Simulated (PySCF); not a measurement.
Match the calculated data to a structure.

All candidates are C4H4F4.

| technique | computed result |
| --- | --- |
| 13C NMR | chemical shifts (computed TMS as zero) by class: 164.3 (1 C), 122.3 (1 C), 117.4 (1 C), 81.4 (1 C) ppm [GIAO PBE0/pcSseg-1] |
| UV, first state | lowest singlet excitation: 6.96 eV (178 nm, f = 0.359) [TDDFT CAM-B3LYP/def2-SVPD] |
| Rotational structure | rotational constants A, B, C: 3.286, 1.030, 0.915 GHz [GFN2-xTB] |
| 1H NMR | chemical shifts (computed TMS as zero) by class: 6.40 (1 H), 6.27 (1 H), 5.74 (2 H) ppm [GIAO PBE0/pcSseg-1] |
| NMR, other nuclei | isotropic shieldings of nuclei other than C and H, by class: 287 (1 F), 295 (2 F), 434 (1 F) ppm [GIAO PBE0/pcSseg-1] |
| Dipole | 1.64 D [CAM-B3LYP/def2-SVPD] |
| Triplet | lowest triplet excitation (Tamm–Dancoff): 4.06 eV [TDA CAM-B3LYP/def2-SVPD] |

The electronic properties come from PySCF, for the isolated species, density fitting. Levels stand in brackets. Isolated species at its GFN2-xTB geometry (one conformer only). NMR values are class means; diastereotopic atoms form classes of their own.

Question: Which candidate is it?
A. `FC/C=C\C(F)(F)F`
B. `FC/C=C(\F)C(F)F`
C. `FC[C@H](F)C=C(F)F`
D. `F/C=C(/F)CC(F)F`
E. `FC(F)=CCC(F)F`

Answer: B. It is `FC/C=C(\F)C(F)F`. Numbering: `[F:1][CH2:2]/[CH:3]=[C:4](\[F:5])[CH:6]([F:7])[F:8]`. Its formula, C4H4F4, gives 1 degree of unsaturation: 0 rings and 1 π bond in the structure found. 4 carbons fall into 4 classes; from least to most shielded: vinylic C–F carbon [C4] (164.3 ppm), alkene CH carbon [C3] (122.3 ppm), CHF2 carbon [C6] (117.4 ppm), sp3 C–F carbon [C2] (81.4 ppm). Hydrogen classes from least to most shielded: 1 H on a CHF2 carbon, C6 (6.40 ppm), 1 H on an alkene CH carbon, C3 (6.27 ppm), 2 H on an sp3 C–F carbon, C2 (5.74 ppm). The other shieldings belong to: 287 ppm, vinyl fluorine [F5]; 295 ppm, fluorine of a CF2 group [F7/F8]; 434 ppm, alkyl fluorine [F1]. By its constants the optimised geometry is an asymmetric top.

The others, at the same levels:
- `FC[C@H](F)C=C(F)F` fails: its computed 13C shifts are 172.2 (1 C), 87.3 (1 C), 86.0 (1 C), 84.8 (1 C) ppm, 1H shifts are 5.18 (1 H), 4.96 (1 H), 4.93 (1 H), 4.91 (1 H) ppm and lowest singlet excitation is 7.19 eV (172 nm, f = 0.242) (against 6.96 eV).
- `FC/C=C\C(F)(F)F` fails: its computed 13C shifts are 154.8 (1 C), 131.8 (1 C), 126.4 (1 C), 83.8 (1 C) ppm, 1H shifts are 6.95 (1 H), 5.96 (1 H), 5.88 (2 H) ppm and rotational constant A is 4.520 GHz (against 3.286 GHz).
- `FC(F)=CCC(F)F` fails: its computed 13C shifts are 170.5 (1 C), 123.0 (1 C), 77.8 (1 C), 34.0 (1 C) ppm, 1H shifts are 6.00 (1 H), 4.48 (1 H), 2.64 (2 H) ppm and lowest singlet excitation is 7.17 eV (173 nm, f = 0.024) (against 6.96 eV).
- `F/C=C(/F)CC(F)F` fails: its computed 13C shifts are 160.2 (1 C), 152.1 (1 C), 119.5 (1 C), 37.5 (1 C) ppm, 1H shifts are 7.67 (1 H), 6.38 (1 H), 3.06 (2 H) ppm and lowest triplet excitation (Tamm–Dancoff) is 4.29 eV (against 4.06 eV).

Each candidate is one conformer, not necessarily the lowest. Dipoles, sizes and rotational constants follow the conformer. The torsions of the flexible species, by atom-mapped SMILES:
- `[F:1][CH2:2]/[CH:3]=[C:4](\[F:5])[CH:6]([F:7])[F:8]`: F1–C2–C3–C4 -174°, C3–C4–C6–F7 59°
- `[F:1][CH2:2][C@H:3]([F:4])[CH:5]=[C:6]([F:7])[F:8]`: F1–C2–C3–F4 -172°, C2–C3–C5–C6 66°
- `[F:1][CH2:2]/[CH:3]=[CH:4]\[C:5]([F:6])([F:7])[F:8]`: F1–C2–C3–C4 176°, C3–C4–C5–F6 55°
- `[F:1][C:2]([F:3])=[CH:4][CH2:5][CH:6]([F:7])[F:8]`: C2–C4–C5–C6 -118°, C4–C5–C6–F7 -179°
- `[F:1]/[CH:2]=[C:3](/[F:4])[CH2:5][CH:6]([F:7])[F:8]`: C2–C3–C5–C6 -119°, C3–C5–C6–F7 68°
